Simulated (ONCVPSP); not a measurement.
Reading a pseudo-wave (carbon (C))

Columns: radius, all-electron u(r) and pseudo u(r) of the 2p shell (level -5.40 eV) of carbon in the configuration [He] 2s1.75 2p2.25; PBE, scalar-relativistic, ONCV scheme, ONCVPSP 4.0.1.

| r (bohr) | all-electron | pseudo |
| --- | --- | --- |
| 0.150 | 0.0932 | 0.0236 |
| 0.300 | 0.2553 | 0.0911 |
| 0.450 | 0.4075 | 0.1937 |
| 0.600 | 0.5275 | 0.3178 |
| 0.750 | 0.6145 | 0.4480 |
| 0.900 | 0.6712 | 0.5690 |
| 1.050 | 0.7012 | 0.6681 |
| 1.200 | 0.7101 | 0.7372 |
| 1.350 | 0.7032 | 0.7732 |
| 1.500 | 0.6849 | 0.7776 |
| 1.650 | 0.6588 | 0.7556 |
| 1.800 | 0.6277 | 0.7143 |
| 1.950 | 0.5936 | 0.6617 |
| 2.100 | 0.5581 | 0.6050 |
| 2.250 | 0.5223 | 0.5500 |
| 2.400 | 0.4869 | 0.5004 |
| 2.550 | 0.4525 | 0.4575 |
| 2.700 | 0.4196 | 0.4207 |
| 2.850 | 0.3883 | 0.3883 |
| 3.000 | 0.3587 | 0.3587 |
| 3.150 | 0.3309 | 0.3309 |
| 3.300 | 0.3049 | 0.3049 |
| 3.450 | 0.2807 | 0.2808 |
| 3.600 | 0.2583 | 0.2583 |
| 3.750 | 0.2374 | 0.2374 |
| 3.900 | 0.2181 | 0.2181 |

Question: How many radial nodes do the two functions have?

Answer: The all-electron 2p function has n − l − 1 = 0; the pseudo-wave has 0.

Question: At about which radius was the pseudo-wave matched?

Answer: 3.00 bohr, where the columns begin to agree (steps of 0.15 bohr).

Question: Is the pseudo-wave norm-conserving?

Answer: Yes: the ONCV scheme keeps the norm inside the radius equal to the all-electron one, which fixes the energy derivative of the logarithmic derivative at the level.
